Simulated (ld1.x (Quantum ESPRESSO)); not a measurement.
# Plane-wave convergence, TM potential for cadmium (Cd)

| Item | Value |
| --- | --- |
| Element | cadmium |
| Generator | ld1.x (Quantum ESPRESSO) 7.5 |
| Type | norm-conserving Troullier–Martins (Kleinman–Bylander form) |
| Functional | PBE |
| Relativity | scalar-relativistic |
| Frozen core | [Kr] |
| Valence charge | 12 |
| Reference configuration | 4d10 5s2 5p0 |
| Partial waves | 5s (bound): rc 2.25 bohr; 5p (bound, empty): rc 3.25 bohr; 4d (bound): rc 1.85 bohr |
| Local potential | the d channel |
| Core correction | a·sin(br)/r model core inside 1.10 bohr |

The pseudo-atom Hamiltonian at the reference potential is diagonalised in spherical Bessel functions j_l(qr) that vanish at 20 bohr, with q² up to the cutoff. All-electron valence levels (Ry): 5s -0.4159, 5p -0.0870, 4d -0.8623.

Problem. How do the lowest levels (Ry) of each channel move with the cutoff, and are there ghosts?

Solution.

```csv
cutoff (Ry),s #1,s #2,s #3,p #1,p #2,d #1,d #2,f #1,f #2,Σ f·Δε (mRy)
8,-1.8396,-0.4108,0.0052,-0.0868,0.0505,0.0570,0.1242,0.1127,0.2380,9203.8
15,-5.7635,-0.4129,0.0050,-0.0870,0.0504,-0.0095,0.0730,0.1127,0.2380,8534.2
21,-7.6830,-0.4154,0.0049,-0.7936,-0.0870,-0.3099,0.0649,0.1127,0.2380,5525.8
35,-8.5757,-0.4159,0.0049,-1.9883,-0.0870,-0.7395,0.0633,0.1127,0.2379,1228.8
50,-8.6456,-0.4159,0.0049,-2.1804,-0.0870,-0.8544,0.0630,0.1127,0.2379,79.3
70,-8.6465,-0.4159,0.0049,-2.1962,-0.0870,-0.8622,0.0630,0.1127,0.2379,1.6
90,-8.6479,-0.4159,0.0049,-2.1966,-0.0870,-0.8622,0.0630,0.1127,0.2379,1.1
120,-8.6482,-0.4159,0.0049,-2.1972,-0.0870,-0.8623,0.0630,0.1127,0.2379,0.2
400,-8.6483,-0.4159,0.0049,-2.1972,-0.0870,-0.8623,0.0630,0.1127,0.2379,0.0
```

Result: ghost states, extra bound levels that the all-electron valence spectrum of the same l lacks: s at -117.7 eV, p at -29.9 eV (a true bound ghost makes a file unfit for plane-wave use); 10 mRy is reached at 60 Ry and 1 mRy at 100 Ry.

1 of 7 tests not solved or not reliable.
